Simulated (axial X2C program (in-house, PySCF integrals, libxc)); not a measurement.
## Potential curves of TiC, two-component

All values were computed with an in-house all-electron X2C program for linear molecules (integrals from PySCF). Two-component (2c) means X2C with spin–orbit coupling and atomic mean-field two-electron Coulomb and Gaunt terms. Basis: Ti dyall-cv3z [10s10p6d4f2g], C dyall-v3z [7s6p2d1f] (cores contracted in-house); Gaussian nuclei, density fitting, unrestricted open shells. Masses: Ti 47.948 u, C 12.000 u.

State: Ω = 1 (⟨Sz⟩ = 1.00, ⟨Lz⟩ = 0.00 at PBE0). Energies in kJ/mol from the lowest point of each curve. Fits are polynomials in 1 − R0/R over 0.85 to 1.23 times the lowest point R0.

| R (Å) | PBE0 |
| --- | --- |
| 1.4294 | 109.05 |
| 1.4951 | 47.69 |
| 1.5444 | 19.70 |
| 1.5937 | 4.52 |
| 1.6430 | 0.00 |
| 1.7005 | 5.69 |
| 1.7580 | 20.63 |
| 1.8319 | 50.23 |
| 1.9223 | 96.71 |

One determinant describes the state; a PBE0 search over occupations chose it and may have missed a lower one. Density functionals use the spin component along the axis (collinear). Other states lie close and PBE0, whose exact exchange favours high spin, may order them wrongly; the determinant shown need not be the ground state. The nearest other 2c determinant of the search, Ω = 0, lies 0.19 eV up at the distance of the search. With several unpaired electrons one determinant need not be a pure state. Open-shell Ω = 0 determinants with evenly filled partner blocks cannot be reached by this program, so the Ω shown need not be the lowest component. The stretched end of a curve changes character and is left out.

Problem. Fit the PBE0 curve near its minimum: give the equilibrium distance and the harmonic wavenumber.

Solution. At PBE0, 2c: Re = 1.642 Å, ωe ≈ 1030 cm⁻¹; Be follows as 0.651 cm⁻¹.
